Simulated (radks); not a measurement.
Task: Excited configurations of the gadolinium ion Gd+: one electron is placed in a higher orbital outside [Xe] 4f7 5d1. The ground configuration is [Xe] 4f7 5d1 6s1. Method: scalar-relativistic Kohn-Sham, SCAN, spin-unpolarised, spherical densities, finite nucleus; meta-GGA in the generalised Kohn-Sham scheme; Fermi nuclear charge, rms radius 5.1569 fm; computed with a radial shooting solver on a logarithmic mesh with Libxc functionals. Excitation = E - E(ground); binding = E(ion) - E, where the ion is the core of charge +2; n* = 2/sqrt(2 binding) in atomic units, and the quantum defect is n - n*.

| outer orbital | excitation (eV) | binding (eV) | n* | quantum defect | eigenvalue (eV) | <r> (bohr) |
|---|---|---|---|---|---|---|
| 5f | 8.451 | 3.406 | 3.997 | 1.003 | -2.371 | 8.738 |
| 6d | 7.157 | 4.701 | 3.403 | 2.597 | -3.451 | 7.391 |
| 6f | 9.580 | 2.277 | 4.889 | 1.111 | -1.704 | 15.14 |
| 7s | 6.384 | 5.474 | 3.153 | 3.847 | -4.329 | 7.689 |
| 7d | 9.029 | 2.828 | 4.387 | 2.613 | -2.183 | 13.28 |

Estimate the row for 6p.

Result: excitation (eV) 3.586; binding (eV) 8.271; n* 2.565; quantum defect 3.435; eigenvalue (eV) -6.250; <r> (bohr) 4.681. The Delta-SCF ionisation energy is 11.857 eV (NIST Atomic Spectra Database: 12.08 eV, semi-empirical). Self-interaction in the functional shifts the binding energies and quantum defects, so they are the method's values and not measured ones. Spin polarisation and multiplet splitting are left out, so open shells lie too high by an amount that depends on their filling. Spin-orbit splitting is averaged out at the scalar-relativistic level.

Beside tabulated values, note that spin-unpolarised runs miss the spin-polarisation part of the exchange energy of open shells.
